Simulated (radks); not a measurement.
Trend from Co4+ to Ir4+: ionisation energy by Delta-SCF between NIST ground configurations, and size. All-electron calculation, non-relativistic Kohn-Sham, LDA (Slater exchange, Perdew-Wang correlation), spin-unpolarised, spherical densities, point nucleus. Program: a radial shooting solver on a logarithmic mesh with Libxc functionals.

| species | configuration | configuration of the ion | IE (eV) | NIST (eV) | kind | -e(HOMO) (eV) | outermost | <r> outermost (bohr) | r at 0.001 e/bohr^3 (bohr) |
|---|---|---|---|---|---|---|---|---|---|
| Co4+ | [Ar] 3d5 | [Ar] 3d4 | 78.025 | 79.5 | semi-emp. | 66.616 (3d) | 3d | 0.874 | 2.48 |
| Rh4+ | [Kr] 4d5 | [Kr] 4d4 | 63.444 | 63 | theory | 55.382 (4d) | 4d | 1.30 | 2.96 |
| Ir4+ | [Xe] 4f14 5d5 | [Xe] 4f14 5d4 | 59.169 | 57 | theory | 51.901 (5d) | 5d | 1.46 | 3.14 |

Reference values: NIST Atomic Spectra Database (exp. = measured, semi-emp. = semi-empirical, theory = theoretical value adopted there). Relativity is left out here, which matters for elements this heavy. Spin polarisation and multiplet splitting are left out, so open shells lie too high by an amount that depends on their filling.

Beside tabulated values, note that spin-unpolarised runs miss the spin-polarisation part of the exchange energy of open shells.
